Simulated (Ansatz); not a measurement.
Cost and result up the ladder for `C#Cc1ccc(C#Cc2ccc(C#Cc3ccc(C#Cc4ccc(C#Cc5ccc(C#Cc6ccc(C#Cc7ccc(C#Cc8ccccc8)cc7)cc6)cc5)cc4)cc3)cc2)cc1` (98 atoms). Total charge 0; singlet. Geometry: PBE-D4/def2-SVP.

Cartesian coordinates in Å:
```
C -17.815 5.119 20.462
C -17.030 4.983 19.529
C -16.118 4.825 18.444
C -14.881 5.521 18.429
C -13.989 5.366 17.369
C -14.298 4.508 16.279
C -13.389 4.348 15.199
C -12.600 4.205 14.262
C -11.693 4.034 13.184
C -10.456 4.734 13.153
C -9.564 4.561 12.098
C -9.868 3.678 11.025
C -8.956 3.492 9.953
C -8.165 3.319 9.022
C -7.256 3.105 7.954
C -7.561 2.183 6.916
C -6.666 1.960 5.873
C -5.424 2.650 5.819
C -4.508 2.408 4.763
C -3.713 2.180 3.847
C -2.801 1.895 2.798
C -1.561 2.582 2.697
C -0.662 2.285 1.675
C -0.962 1.287 0.708
C -0.041 0.966 -0.323
C 0.757 0.665 -1.215
C 1.670 0.294 -2.235
C 2.896 0.993 -2.414
C 3.796 0.613 -3.405
C 3.515 -0.486 -4.263
C 4.437 -0.891 -5.262
C 5.237 -1.263 -6.125
C 6.152 -1.712 -7.112
C 7.356 -1.002 -7.373
C 8.257 -1.455 -8.334
C 7.997 -2.639 -9.076
C 8.918 -3.111 -10.047
C 9.717 -3.535 -10.886
C 10.634 -4.034 -11.848
C 11.822 -3.321 -12.166
C 12.722 -3.817 -13.106
C 12.477 -5.050 -13.769
C 13.397 -5.560 -14.723
C 14.195 -6.008 -15.550
C 15.116 -6.527 -16.503
C 14.895 -7.793 -17.107
C 15.804 -8.299 -18.042
C 16.946 -7.560 -18.394
C 17.176 -6.306 -17.803
C 16.274 -5.790 -16.866
C 11.288 -5.763 -13.452
C 10.387 -5.266 -12.514
C 6.790 -3.345 -8.819
C 5.888 -2.892 -7.861
C 2.286 -1.180 -4.089
C 1.385 -0.798 -3.099
C -2.206 0.606 0.805
C -3.105 0.903 1.825
C -5.121 3.577 6.854
C -6.017 3.799 7.897
C -11.106 2.979 11.055
C -11.998 3.154 12.109
C -15.538 3.813 16.295
C -16.429 3.969 17.355
H -18.506 5.238 21.285
H -14.632 6.187 19.269
H -13.033 5.909 17.368
H -10.210 5.418 13.978
H -8.610 5.107 12.085
H -8.518 1.642 6.948
H -6.912 1.242 5.078
H -1.316 3.352 3.442
H 0.296 2.821 1.609
H 3.127 1.841 -1.753
H 4.742 1.159 -3.532
H 7.571 -0.087 -6.802
H 9.186 -0.898 -8.525
H 12.023 -2.366 -11.658
H 13.638 -3.256 -13.343
H 13.999 -8.368 -16.829
H 15.620 -9.283 -18.502
H 17.659 -7.963 -19.130
H 18.069 -5.723 -18.076
H 16.451 -4.808 -16.402
H 11.088 -6.718 -13.960
H 9.471 -5.827 -12.277
H 6.577 -4.262 -9.389
H 4.959 -3.448 -7.669
H 2.057 -2.030 -4.748
H 0.439 -1.344 -2.972
H -2.450 -0.166 0.061
H -4.063 0.367 1.891
H -4.165 4.118 6.822
H -5.770 4.516 8.694
H -11.352 2.295 10.230
H -12.952 2.607 12.122
H -15.788 3.147 15.456
H -17.386 3.426 17.357
```

Ansatz on 11 threads of AMD EPYC 7R13 on a shared host and a whole NVIDIA H100 80GB HBM3. Times are rough, and most runs start from the orbitals of an earlier one. PBE0-D4/def2-TZVP serves as the yardstick here, not as an exact answer. Differences are given only for rows in sets of like size (and for xTB, whose basis is part of the method), since another set adds its own error. Binding counts from free atoms at the same level (C triplet, H doublet; other spins of the atoms weren't run), without zero-point energy or a counterpoise term.

Single mean-field runs in def2-SVP, def2-TZVP are fitted with def2-universal-jkfit.

```csv
level,functions,wall time,binding energy per atom (eV),difference from PBE0-D4/def2-TZVP (eV)
PBE0-D4/def2-SVP,1066,11 s,5.73,–
PBE-D4/def2-SVP,1066,12 s,5.87,–
r2SCAN-D4/def2-TZVP,2188,15 s,5.57,-0.07
PBE0-D4/def2-TZVP,2188,17 s,5.63,0.00
PBE-D4/def2-TZVP (with forces),2188,18 s,5.78,0.15
```
